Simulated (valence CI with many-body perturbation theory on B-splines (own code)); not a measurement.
## Al6+: one-electron terms

Calculated by relativistic CI+MBPT: five valence electrons over a frozen Dirac-Fock core [He], radial functions for each j: 9 s, 9 p, 8 d, 6 f, 3 g, 1 h, with the one-electron correlation potential Σ1, the two-electron term Σ2, the three-electron term Σ3, Breit, model QED; selected CI, second order for the rest, scaled by the run's own slope (own B-spline code, finite nucleus).

Set against measurement, 27 paired levels are off by 253 cm⁻¹ on average, the worst by 601. These come from a selection out of NIST levels in Kelleher and Podobedova, J. Phys. Chem. Ref. Data 37, 709 (2008); Martin and Zalubas, J. Phys. Chem. Ref. Data 8, 817 (1979). Levels without a partner in it may be off by more. Among the levels kept, up to 2700 cm⁻¹ of a level comes from second order outside the variational space, and about a tenth of that is noise between levels of different J, which matters for small intervals. 1 measured level below the end of the list, from 1318010 cm⁻¹ on, found no clear computed partner, and computed levels of the same name lie up to 2685 cm⁻¹ from them.

These are the spectroscopic orbitals of the CI (the correlating ones are not listed), shaped by the core and the other valence electrons. h is the expectation value of the core's Dirac-Fock operator, without the valence repulsion; Σ1 is computed up to l = 3 at one energy for each symmetry, that of its lowest orbital but kept below the first core excitation, so for empty shells it is not the orbital's own correlation shift; Breit and QED include the response of the core.

| Orbital | h (hartree) | Σ1 (cm⁻¹) | Breit (cm⁻¹) | QED (cm⁻¹) | ⟨r⟩ (bohr) |
| --- | --- | --- | --- | --- | --- |
| 2s1/2 | -16.063 | -877 | 357 | 222 | 0.5672 |
| 3s1/2 | -6.7269 | -165 | 80.0 | 50.7 | 1.461 |
| 4s1/2 | -3.6396 | -56.8 | 28.6 | 18.2 | 2.808 |
| 5s1/2 | -2.2805 | -26.5 | 13.6 | 8.7 | 4.576 |
| 2p1/2 | -15.169 | -1837 | 610 | -19.4 | 0.5174 |
| 3p1/2 | -6.4109 | -341 | 138 | -4.3 | 1.480 |
| 4p1/2 | -3.5045 | -122 | 51.6 | -1.6 | 2.888 |
| 5p1/2 | -2.2112 | -57.9 | 25.0 | -0.8 | 4.716 |
| 2p3/2 | -15.14 | -1812 | 271 | -7.4 | 0.5188 |
| 3p3/2 | -6.403 | -337 | 60.3 | -1.6 | 1.482 |
| 4p3/2 | -3.5013 | -120 | 22.4 | -0.6 | 2.891 |
| 5p3/2 | -2.2096 | -57.2 | 10.8 | -0.3 | 4.720 |
| 3d3/2 | -6.1055 | -70.3 | 1.5 | -0.3 | 1.389 |
| 4d3/2 | -3.3897 | -30.9 | 0.8 | -0.1 | 2.860 |
| 5d3/2 | -2.1545 | -16.0 | 0.4 | -0.1 | 4.754 |
| 3d5/2 | -6.1036 | -70.1 | 0.4 | 0.2 | 1.389 |
| 4d5/2 | -3.3889 | -30.8 | 0.2 | 0.1 | 2.861 |
| 5d5/2 | -2.1541 | -15.9 | 0.1 | 0.0 | 4.755 |
| 4f5/2 | -3.2927 | -3.6 | 0.0 | 0.0 | 2.559 |
| 5f5/2 | -2.1082 | -2.1 | 0.0 | 0.0 | 4.480 |
| 4f7/2 | -3.2924 | -3.6 | 0.0 | 0.0 | 2.559 |
| 5f7/2 | -2.1081 | -2.1 | 0.0 | 0.0 | 4.480 |
| 5g7/2 | -2.1005 |  | 0.0 | 0.0 | 3.927 |
| 5g9/2 | -2.1004 |  | 0.0 | 0.0 | 3.928 |

Among the shells of the start configuration 2s2 2p3, Σ1 is largest in size for 2p1/2, where it is 0.055 % of h.

Lowest root of each symmetry, sizes in configuration state functions:

| J | Parity | Roots | Reference | Variational | Second order | Change by selected CI (cm⁻¹) | Change by second order (cm⁻¹) |
| --- | --- | --- | --- | --- | --- | --- | --- |
| 1/2 | even | 10 | 56 | 39991 | 1638077 | -26656 | -109 |
| 3/2 | even | 14 | 77 | 39982 | 3111979 | -26364 | -399 |
| 5/2 | even | 13 | 67 | 39993 | 3865892 | -26056 | -708 |
| 7/2 | even | 7 | 35 | 39994 | 3539813 | -44606 | -913 |
| 9/2 | even | 3 | 16 | 42367 | 2553778 | -45045 | -560 |
| 1/2 | odd | 9 | 66 | 39987 | 1564159 | -27779 | -131 |
| 3/2 | odd | 14 | 100 | 39959 | 2911980 | -25141 | -276 |
| 5/2 | odd | 8 | 85 | 39986 | 2476027 | -28872 | -554 |
| 7/2 | odd | 3 | 54 | 42056 | 2149331 | -34246 | -383 |
